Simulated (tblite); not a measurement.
Record of a relaxation.

Species: C4H9ClGeO.
Bonds: C1–C2 (double), C2–O3, O3–C4, C4–Ge5, Ge5–C6, C6–Cl7. Hydrogens: H8, H9 on C1; H10 on C2; H11, H12 on C4; H13, H14 on Ge5; H15, H16 on C6.

Computed with GFN2-xTB (tblite), gas phase: L-BFGS steps from a force-field or distance-geometry start until the largest atomic force falls under 0.01 eV/Å. 9 of its 147 geometries are shown.

Step 0: E = -642.9261 eV, largest atomic force 1.593 eV/Å
```
atom  x, y, z in Å  |  force x, y, z in eV/Å
C1      2.825    0.856    0.553    0.455   0.386  -0.053
C2      2.416    0.024   -0.399   -0.411   0.105   0.787
O3      1.194   -0.618   -0.377    0.418  -0.020  -1.027
C4      0.211   -0.111    0.506    1.336   0.086   0.864
Ge5    -1.462   -1.110    0.416    0.046  -1.233   0.082
C6     -2.775    0.142   -0.303    0.598   0.547  -0.715
Cl7    -3.099    1.348    0.959   -0.252  -0.097  -0.019
H8      2.223    1.130    1.417    0.293  -0.077  -0.397
H9      3.811    1.328    0.497   -0.557  -0.312  -0.011
H10     3.060   -0.227   -1.245   -0.549  -0.162   0.255
H11     0.018    0.941    0.256    0.143   0.022   0.312
H12     0.667   -0.204    1.532   -0.676   0.396  -0.507
H13    -1.362   -2.286   -0.582    0.002   0.321   0.472
H14    -1.815   -1.575    1.838   -0.018   0.058  -0.530
H15    -2.252    0.705   -1.114   -0.611  -0.387   0.321
H16    -3.667   -0.335   -0.697   -0.215   0.365   0.166
```

Step 18: E = -643.2291 eV, largest atomic force 0.199 eV/Å
```
atom  x, y, z in Å  |  force x, y, z in eV/Å
C1      2.887    0.904    0.510   -0.027  -0.012  -0.019
C2      2.396    0.028   -0.353   -0.024   0.001  -0.059
O3      1.153   -0.519   -0.385    0.053   0.012   0.027
C4      0.242   -0.088    0.612    0.019  -0.016  -0.080
Ge5    -1.434   -1.130    0.344    0.064  -0.028   0.016
C6     -2.784    0.138   -0.379    0.003  -0.014   0.018
Cl7    -3.036    1.281    0.961   -0.070   0.012   0.061
H8      2.323    1.303    1.338    0.076  -0.009  -0.078
H9      3.900    1.250    0.401   -0.082  -0.024   0.032
H10     2.989   -0.354   -1.179   -0.103   0.000   0.093
H11     0.054    0.985    0.504   -0.036   0.046   0.022
H12     0.664   -0.248    1.606    0.030  -0.058   0.115
H13    -1.205   -2.338   -0.518    0.040   0.086  -0.112
H14    -1.978   -1.636    1.648   -0.022   0.048   0.050
H15    -2.434    0.732   -1.214    0.107  -0.024  -0.166
H16    -3.743   -0.298   -0.642   -0.027  -0.020   0.081
```

Step 36: E = -643.2566 eV, largest atomic force 0.061 eV/Å
```
atom  x, y, z in Å  |  force x, y, z in eV/Å
C1      2.884    0.906    0.475    0.008   0.005  -0.004
C2      2.361    0.017   -0.354    0.021   0.008   0.007
O3      1.108   -0.499   -0.347    0.036   0.022   0.044
C4      0.246   -0.078    0.698   -0.019  -0.009  -0.019
Ge5    -1.418   -1.107    0.355   -0.004  -0.002   0.002
C6     -2.780    0.133   -0.385   -0.002  -0.013   0.001
Cl7    -3.059    1.336    0.895   -0.009   0.019   0.014
H8      2.340    1.352    1.289    0.024  -0.020  -0.028
H9      3.904    1.220    0.350   -0.022  -0.004  -0.004
H10     2.929   -0.417   -1.168   -0.029   0.020   0.009
H11     0.074    1.003    0.644    0.000  -0.018   0.007
H12     0.690   -0.297    1.675   -0.002  -0.010  -0.016
H13    -1.117   -2.209   -0.619    0.006   0.007   0.020
H14    -1.995   -1.685    1.616   -0.009  -0.007  -0.008
H15    -2.443    0.674   -1.266    0.007  -0.011  -0.016
H16    -3.733   -0.340   -0.602   -0.007   0.013  -0.008
```

Step 55: E = -643.2587 eV, largest atomic force 0.032 eV/Å
```
atom  x, y, z in Å  |  force x, y, z in eV/Å
C1      2.893    0.914    0.466   -0.003  -0.009  -0.002
C2      2.353    0.029   -0.355    0.002  -0.004   0.003
O3      1.109   -0.507   -0.321   -0.015   0.021   0.007
C4      0.244   -0.092    0.723    0.006   0.004   0.030
Ge5    -1.425   -1.111    0.363    0.015   0.022   0.018
C6     -2.775    0.133   -0.393   -0.002   0.013  -0.017
Cl7    -3.059    1.363    0.862    0.011  -0.009  -0.003
H8      2.376    1.340    1.307   -0.001   0.002  -0.005
H9      3.904    1.239    0.306   -0.014   0.012   0.016
H10     2.901   -0.385   -1.190   -0.004  -0.007  -0.025
H11     0.078    0.991    0.681    0.003  -0.026  -0.005
H12     0.683   -0.324    1.700   -0.005  -0.007  -0.020
H13    -1.112   -2.205   -0.614   -0.002  -0.009   0.009
H14    -2.018   -1.697    1.614    0.002   0.005  -0.012
H15    -2.428    0.654   -1.283    0.003  -0.004   0.005
H16    -3.733   -0.333   -0.610    0.003  -0.004  -0.001
```

Step 73: E = -643.2662 eV, largest atomic force 0.095 eV/Å
```
atom  x, y, z in Å  |  force x, y, z in eV/Å
C1      2.842    0.924    0.440    0.000   0.039   0.013
C2      2.270    0.098   -0.420    0.014  -0.001   0.007
O3      1.054   -0.491   -0.315    0.006   0.029  -0.027
C4      0.267   -0.167    0.822   -0.011  -0.021  -0.047
Ge5    -1.427   -1.120    0.428   -0.061  -0.002  -0.028
C6     -2.684    0.142   -0.456    0.018  -0.046  -0.032
Cl7    -2.967    1.437    0.727    0.009   0.049   0.031
H8      2.371    1.223    1.360    0.081   0.029  -0.027
H9      3.813    1.330    0.229   -0.009  -0.006   0.041
H10     2.755   -0.201   -1.342   -0.082  -0.014   0.045
H11     0.117    0.916    0.893    0.013  -0.021   0.015
H12     0.753   -0.504    1.744    0.008   0.007  -0.035
H13    -1.105   -2.278   -0.470   -0.027   0.001   0.002
H14    -2.130   -1.606    1.660    0.000  -0.027   0.057
H15    -2.284    0.600   -1.356    0.039   0.023  -0.011
H16    -3.652   -0.293   -0.688    0.003  -0.040  -0.005
```

Step 91: E = -643.2927 eV, largest atomic force 0.055 eV/Å
```
atom  x, y, z in Å  |  force x, y, z in eV/Å
C1      2.750    0.969    0.400   -0.008   0.018   0.025
C2      2.046    0.314   -0.506   -0.006  -0.013   0.002
O3      0.873   -0.344   -0.344    0.007  -0.020  -0.050
C4      0.287   -0.343    0.944   -0.035   0.004   0.021
Ge5    -1.480   -1.161    0.578    0.001  -0.009   0.025
C6     -2.451    0.126   -0.572   -0.005  -0.017  -0.006
Cl7    -2.733    1.566    0.430   -0.012   0.042   0.027
H8      2.452    1.051    1.430    0.025   0.004   0.014
H9      3.662    1.460    0.120    0.009  -0.013   0.009
H10     2.360    0.240   -1.538    0.019   0.002  -0.052
H11     0.191    0.679    1.322   -0.037   0.011   0.025
H12     0.896   -0.909    1.655    0.040  -0.001  -0.002
H13    -1.296   -2.466   -0.144    0.010   0.007  -0.001
H14    -2.283   -1.389    1.826   -0.007  -0.006   0.009
H15    -1.859    0.440   -1.428    0.003  -0.005  -0.033
H16    -3.420   -0.223   -0.916   -0.004  -0.006  -0.013
```

Step 110: E = -643.2946 eV, largest atomic force 0.029 eV/Å
```
atom  x, y, z in Å  |  force x, y, z in eV/Å
C1      2.767    0.955    0.407   -0.004   0.000   0.008
C2      2.056    0.313   -0.506    0.000   0.011   0.007
O3      0.864   -0.312   -0.355   -0.005   0.006   0.011
C4      0.278   -0.317    0.935    0.006  -0.007   0.014
Ge5    -1.477   -1.164    0.576   -0.015   0.024  -0.007
C6     -2.468    0.119   -0.563    0.003   0.004  -0.015
Cl7    -2.752    1.564    0.436   -0.001  -0.009   0.003
H8      2.461    1.058    1.433    0.005  -0.017  -0.018
H9      3.700    1.411    0.136   -0.006  -0.010  -0.001
H10     2.383    0.224   -1.534   -0.001   0.006   0.008
H11     0.156    0.704    1.315    0.015  -0.015  -0.006
H12     0.904   -0.870    1.643   -0.004   0.021  -0.009
H13    -1.278   -2.456   -0.163    0.011  -0.004  -0.002
H14    -2.276   -1.418    1.822    0.008   0.004   0.004
H15    -1.888    0.435   -1.427   -0.004  -0.010   0.004
H16    -3.438   -0.237   -0.899   -0.008  -0.004  -0.001
```

Step 128: E = -643.2970 eV, largest atomic force 0.012 eV/Å
```
atom  x, y, z in Å  |  force x, y, z in eV/Å
C1      2.795    0.906    0.418   -0.002   0.008   0.006
C2      2.028    0.363   -0.512    0.005  -0.004   0.004
O3      0.818   -0.228   -0.362   -0.006  -0.005   0.002
C4      0.268   -0.282    0.943    0.004  -0.006   0.004
Ge5    -1.476   -1.155    0.590   -0.005   0.010  -0.002
C6     -2.472    0.092   -0.583    0.006  -0.003  -0.009
Cl7    -2.754    1.561    0.381   -0.007   0.001  -0.005
H8      2.528    0.942    1.459   -0.003   0.001  -0.008
H9      3.736    1.345    0.147    0.010  -0.003   0.001
H10     2.316    0.336   -1.555    0.003   0.007   0.001
H11     0.146    0.724    1.357    0.005  -0.008   0.002
H12     0.918   -0.850    1.617   -0.006   0.002  -0.010
H13    -1.246   -2.458   -0.121   -0.002  -0.002   0.001
H14    -2.277   -1.399    1.838    0.002   0.004   0.001
H15    -1.891    0.382   -1.455   -0.004   0.006   0.005
H16    -3.443   -0.271   -0.909   -0.002  -0.008   0.009
```

Step 146: E = -643.2977 eV, largest atomic force 0.006 eV/Å
```
atom  x, y, z in Å  |  force x, y, z in eV/Å
C1      2.811    0.894    0.428   -0.006   0.000   0.001
C2      2.035    0.379   -0.512    0.002   0.002   0.002
O3      0.819   -0.201   -0.371   -0.001   0.002   0.005
C4      0.274   -0.279    0.935   -0.001   0.001   0.002
Ge5    -1.476   -1.142    0.592   -0.003   0.001  -0.005
C6     -2.489    0.084   -0.589    0.001  -0.001  -0.001
Cl7    -2.795    1.556    0.360    0.000   0.001   0.001
H8      2.546    0.913    1.469    0.003  -0.002  -0.002
H9      3.758    1.325    0.164   -0.003  -0.001  -0.001
H10     2.320    0.373   -1.556    0.003  -0.003  -0.001
H11     0.160    0.720    1.370    0.004   0.003   0.000
H12     0.925   -0.862    1.594    0.000   0.001  -0.005
H13    -1.258   -2.456   -0.104   -0.001  -0.002   0.001
H14    -2.266   -1.368    1.849    0.002   0.000  -0.001
H15    -1.917    0.376   -1.467    0.002   0.000   0.002
H16    -3.454   -0.302   -0.907   -0.002  -0.001   0.000
```

Task: Summarise the path.

Result: The energy falls by 35.85 kJ/mol from step 0 to step 146; nine tenths of that is first reached at step 66. It falls at every step. The largest force goes from 1.593 to 0.006 eV/Å. Among the bonds Ge5–H13 changes most, from 1.546 to 1.503 Å; the atoms move by 0.589 Å rms after alignment.

Task: Follow the three bonds and two angles with the largest change from start to end.

Result: 
| step | E above end (kJ/mol) | largest force (eV/Å) | Ge5–H13 (Å) | Ge5–H14 (Å) | C4–H12 (Å) | O3–C4–Ge5 (°) | Cl7–C6–H16 (°) |
| --- | --- | --- | --- | --- | --- | --- | --- |
| 0 | 35.85 | 1.593 | 1.546 | 1.537 | 1.127 | 112.5 | 114.0 |
| 6 | 15.08 | 0.309 | 1.495 | 1.501 | 1.097 | 111.4 | 107.3 |
| 13 | 9.53 | 0.224 | 1.504 | 1.500 | 1.101 | 107.7 | 106.6 |
| 19 | 6.26 | 0.171 | 1.498 | 1.500 | 1.094 | 106.7 | 108.2 |
| 25 | 5.03 | 0.083 | 1.504 | 1.505 | 1.093 | 105.4 | 107.1 |
| 32 | 4.25 | 0.066 | 1.503 | 1.501 | 1.095 | 103.7 | 107.6 |
| 38 | 3.93 | 0.025 | 1.500 | 1.502 | 1.096 | 103.2 | 107.3 |
| 44 | 3.87 | 0.024 | 1.499 | 1.502 | 1.095 | 103.3 | 107.4 |
| 51 | 3.81 | 0.038 | 1.502 | 1.503 | 1.094 | 103.2 | 107.2 |
| 57 | 3.73 | 0.027 | 1.499 | 1.503 | 1.096 | 103.2 | 107.3 |
| 63 | 3.65 | 0.032 | 1.499 | 1.501 | 1.095 | 102.9 | 107.3 |
| 70 | 3.38 | 0.069 | 1.505 | 1.503 | 1.094 | 102.4 | 107.4 |
| 76 | 2.79 | 0.073 | 1.496 | 1.501 | 1.096 | 102.2 | 106.8 |
| 83 | 1.55 | 0.102 | 1.498 | 1.507 | 1.094 | 101.2 | 107.3 |
| 89 | 0.59 | 0.075 | 1.502 | 1.499 | 1.096 | 101.6 | 107.2 |
| 95 | 0.41 | 0.019 | 1.502 | 1.502 | 1.095 | 101.5 | 107.3 |
| 102 | 0.35 | 0.019 | 1.502 | 1.502 | 1.095 | 101.5 | 107.3 |
| 108 | 0.31 | 0.020 | 1.503 | 1.502 | 1.095 | 101.6 | 107.2 |
| 114 | 0.21 | 0.034 | 1.501 | 1.502 | 1.095 | 101.5 | 107.2 |
| 121 | 0.12 | 0.021 | 1.502 | 1.502 | 1.095 | 101.3 | 107.4 |
| 127 | 0.07 | 0.014 | 1.503 | 1.502 | 1.095 | 101.2 | 107.3 |
| 133 | 0.05 | 0.019 | 1.503 | 1.502 | 1.094 | 101.3 | 107.3 |
| 140 | 0.02 | 0.018 | 1.503 | 1.502 | 1.094 | 101.4 | 107.3 |
| 146 | 0.00 | 0.006 | 1.503 | 1.502 | 1.095 | 101.8 | 107.3 |

What follows is the cost of the whole relaxation. Time: 0.91 s. Hardware: one thread of an Arm Neoverse V2 (shared host).
